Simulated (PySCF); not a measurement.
Species: C5H10N2OSi.
SMILES with atom numbers: `[CH3:1][O:2][C@:3]1([C:4]#[N:5])[CH2:6][CH2:7][NH:8][SiH2:9]1`

Geometry (PBE0-D3(BJ)/def2-SVP, Å), atoms numbered from 1 in this order:
```
atom  x, y, z in Å
C1     2.253   -0.818    0.130
O2     1.081   -0.670   -0.630
C3     0.313    0.487   -0.381
C4     1.073    1.709   -0.641
N5     1.684    2.668   -0.864
C6    -0.336    0.492    1.017
C7    -1.399   -0.602    1.042
N8    -2.137   -0.491   -0.202
Si9   -1.254    0.255   -1.490
H10    2.914    0.063    0.034
H11    2.778   -1.697   -0.266
H12    2.045   -0.990    1.201
H13   -0.809    1.475    1.175
H14    0.413    0.361    1.813
H15   -0.911   -1.590    1.156
H16   -2.057   -0.460    1.917
H17   -2.920   -1.120   -0.320
H18   -1.809    1.559   -1.965
H19   -0.968   -0.601   -2.678
```

NICS = −σ at a ghost point: NICS(0) at the centroid of the ring atoms, NICS(1) 1 Å to either side along the normal of their mean plane, zz for the tensor component along that normal. Level: GIAO CAM-B3LYP/pcSseg-1 (PySCF, non-relativistic, gas phase) on the PBE0-D3(BJ)/def2-SVP geometry, one conformer.

Ring bond lengths (Å): C3–C6 1.541, C6–C7 1.525, C7–N8 1.452, N8–Si9 1.731, Si9–C3 1.934.

Problem. Give the NICS values of each ring in ppm.

Solution. 
```csv
ring,type,NICS(0),"NICS(1), two faces","NICS(1)zz, two faces",rms pucker (Å),"centre to ring atoms, mean (Å)"
C3–C6–C7–N8–Si9,5-membered ring with N and Si; formal bonds all single,-5.7,-3.5 / -2.7,-2.9 / -2.2,0.19,1.36
```

Problem. What do they say, and how far can they be read as aromaticity?

Solution. 
- C3–C6–C7–N8–Si9: mean NICS(1)zz -2.5 ppm, near zero. C3, C6, C7, Si9 have four or more neighbours, and the NICS criterion for π rings isn't applied.

Problem. At the first NICS(1) probe listed for ring C3–C6–C7–N8–Si9, 1 Å off the ring, what do the in-plane components average?

Solution. The isotropic value is a third of the trace: (3 × -3.5 − (-2.9))/2 = -3.8 ppm.

Problem. List the ring angles.

Solution. 
- C3–C6–C7–N8–Si9: C3 100.3°, C6 107.8°, C7 106.6°, N8 114.3°, Si9 92.2°; sum 521.2° against 540° for a flat convex ring.

Problem. How shielded are the nuclei of the rings and their hydrogens (means over atoms taken as equivalent)?

Solution. 
```csv
atoms,environment,σ isotropic (ppm)
C3,sp3 carbon bound to oxygen,115.6
C6,ring CH2 carbon,147.9
C7,sp3 carbon bound to nitrogen,138.1
N8,silicon-bound nitrogen,246.6
Si9,SiH2 silicon,352.2
H13,methylene hydrogen,29.87
H14,methylene hydrogen,28.82
H15,methylene hydrogen,28.20
H16,methylene hydrogen,28.29
H17,N–H hydrogen,31.45
H18,Si–H hydrogen,26.45
H19,Si–H hydrogen,26.50
```

Problem. How do the values depend on the level or the medium?

Solution. 
| level | NICS(0), C3–C6–C7–N8–Si9 | mean NICS(1)zz, C3–C6–C7–N8–Si9 |
| --- | --- | --- |
| CAM-B3LYP/pcSseg-1, gas | -5.7 | -2.5 |
| PBE0/pcSseg-1, gas | -6.1 | -2.8 |

The geometry is the same throughout.

The run took 2.2 min on an Intel Xeon at 2.50 GHz with one thread, shared host with 64 logical CPUs at a one-minute load of 63, and the process peaked at 1.2 GiB of memory. This is the whole shielding run at CAM-B3LYP/pcSseg-1, SCF included.
